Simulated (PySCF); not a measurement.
Isomers of C3H11ClSi2, mass 138.009 u with the commonest isotopes. Computed with CAM-B3LYP/def2-SVPD in PySCF (dipole) on a GFN2-xTB geometry, gas phase. One conformer each, none proved a minimum here; rigid rotors.

Question: Order these by out-of-plane moment Σ m c² = (Ia + Ib − Ic)/2, smallest first.
A. `[CH3:1][CH2:2][SiH2:3][SiH2:4][CH2:5][Cl:6]` with C1–C2–Si3–Si4 -64°, C2–Si3–Si4–C5 151°, Si3–Si4–C5–Cl6 178°
B. `[CH3:1][SiH2:2][Si@@H:3]([CH3:4])[CH2:5][Cl:6]` with C1–Si2–Si3–C4 -173°, Si2–Si3–C5–Cl6 -51°
C. `[CH3:1][CH2:2][Si@@H:3]([SiH3:4])[CH2:5][Cl:6]` with C1–C2–Si3–Si4 -177°, C2–Si3–C5–Cl6 -178°

Answer: C (19.79 u·Å²), A (31.08 u·Å²), B (60.49 u·Å²).

Question: Order these by rotational constant C, largest first.
A. `[CH3:1][CH2:2][Si@@H:3]([SiH3:4])[CH2:5][Cl:6]` with C1–C2–Si3–Si4 -177°, C2–Si3–C5–Cl6 -178°
B. `[CH3:1][CH2:2][SiH2:3][SiH2:4][CH2:5][Cl:6]` with C1–C2–Si3–Si4 -64°, C2–Si3–Si4–C5 151°, Si3–Si4–C5–Cl6 178°
C. `[CH3:1][SiH2:2][Si@@H:3]([CH3:4])[CH2:5][Cl:6]` with C1–Si2–Si3–C4 -173°, Si2–Si3–C5–Cl6 -51°

Answer: C (920.6 MHz), A (761.6 MHz), B (575.3 MHz).

Question: Order these by radius of gyration √(Σ m r²/M), largest first.
A. `[CH3:1][SiH2:2][Si@@H:3]([CH3:4])[CH2:5][Cl:6]` with C1–Si2–Si3–C4 -173°, Si2–Si3–C5–Cl6 -51°
B. `[CH3:1][CH2:2][SiH2:3][SiH2:4][CH2:5][Cl:6]` with C1–C2–Si3–Si4 -64°, C2–Si3–Si4–C5 151°, Si3–Si4–C5–Cl6 178°
C. `[CH3:1][CH2:2][Si@@H:3]([SiH3:4])[CH2:5][Cl:6]` with C1–C2–Si3–Si4 -177°, C2–Si3–C5–Cl6 -178°

Answer: B (2.567 Å), C (2.225 Å), A (2.101 Å).

```json
{"SMILES": "CC[SiH2][SiH2]CCl", "point group": "C1", "Ia (u·Å²)": "109.77", "Ib (u·Å²)": "830.80", "Ic (u·Å²)": "878.42", "κ": "-0.98", "μa (D)": "2.39", "μb (D)": "0.48", "μc (D)": "0.48"}
{"SMILES": "C[SiH2][Si@@H](C)CCl", "point group": "C1", "Ia (u·Å²)": "269.64", "Ib (u·Å²)": "400.28", "Ic (u·Å²)": "548.94", "κ": "-0.28", "μa (D)": "0.49", "μb (D)": "0.87", "μc (D)": "1.30"}
{"SMILES": "CC[Si@@H]([SiH3])CCl", "point group": "C1", "Ia (u·Å²)": "278.92", "Ib (u·Å²)": "424.21", "Ic (u·Å²)": "663.55", "κ": "-0.18", "μa (D)": "2.36", "μb (D)": "0.31", "μc (D)": "0.71"}
```
